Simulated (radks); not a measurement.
Values are calculated unless marked as measured or tabulated.
Ionisation of As11+, [Ar] 3d4, to As12+, [Ar] 3d3, under several functionals. Non-relativistic Kohn-Sham, spin-polarised, spherical densities, point nucleus; open shells are filled with parallel spins first; a radial shooting solver on a logarithmic mesh with Libxc functionals.

| functional | E(As11+) (hartree) | Exc (hartree) | IE (eV) | -e(HOMO) (eV) | <r> HOMO (bohr) | IE error (eV) |
|---|---|---|---|---|---|---|
| BP86 | -2185.08484 | -73.66580 | 336.45 | 316.64 | 0.5346 | +3.4 |
| PBEsol | -2182.98272 | -71.52796 | 336.34 | 316.55 | 0.5348 | +3.3 |
| exchange-only LDA | -2179.24709 | -67.74482 | 334.52 | 314.75 | 0.5351 | +1.5 |
| PW91 | -2184.94447 | -73.51912 | 336.62 | 316.81 | 0.5349 | +3.6 |
| LDA (Slater exchange, VWN5 correlation) | -2181.44524 | -69.96349 | 336.60 | 316.79 | 0.5346 | +3.6 |
| TPSS | -2184.86964 | -73.44004 | 336.28 | 316.53 | 0.5355 | +3.3 |
| AM05 | -2181.74025 | -70.26801 | 336.41 | 316.60 | 0.5344 | +3.4 |
| SCAN | -2185.03596 | -73.63104 | 337.57 | 317.98 | 0.5346 | +4.6 |
| Tao-Mo meta-GGA | -2184.42574 | -72.98927 | 336.01 | 316.30 | 0.5353 | +3.0 |

NIST Atomic Spectra Database: 333 eV (theoretical). Closest: exchange-only LDA. The Delta-SCF values span 3.04 eV, the total energies 5.84 hartree. The highest occupied level is 3d. Open shells are spherical and high-spin; term and fine-structure splittings are not resolved.
